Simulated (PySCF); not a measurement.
## How methods differ on the fine-structure interval of Sc

Sc [Ar] 3d1 4s2 [3d3/2^1, M_J = 3/2] → Sc [Ar] 3d1 4s2 [3d5/2^1, M_J = 5/2], as a difference of total energies. All numbers are calculated (PySCF 2.14, the two-component X2C-1e Hamiltonian, in x2c-QZVPPall-2c (11s9p5d3f2g, 102 functions)). Correlated levels: [Ne] frozen; the 8 highest virtual spinors dropped. "Screened" scales the spin-orbit matrix elements by Boettger's factors to mimic the two-electron term; Breit and QED terms are absent.

```tsv
method	fine-structure interval (cm⁻¹)	error (cm⁻¹)
GHF (screened spin-orbit)	283.61	+115.3
GMP2 (screened spin-orbit)	39.256	-129.1
GHF (bare spin-orbit)	476.39	+308.0
```

Reference: 168.34 cm⁻¹ (measured; NIST Handbook of Basic Atomic Spectroscopic Data (Sansonetti and Martin, J. Phys. Chem. Ref. Data 34, 1559 (2005))).

Errors of the correlated levels include the incompleteness of this basis and the frozen core.

GHF and GMP2 differ strongly here because the two determinants are spin-polarised to different degrees; the interval is a small difference of such terms.
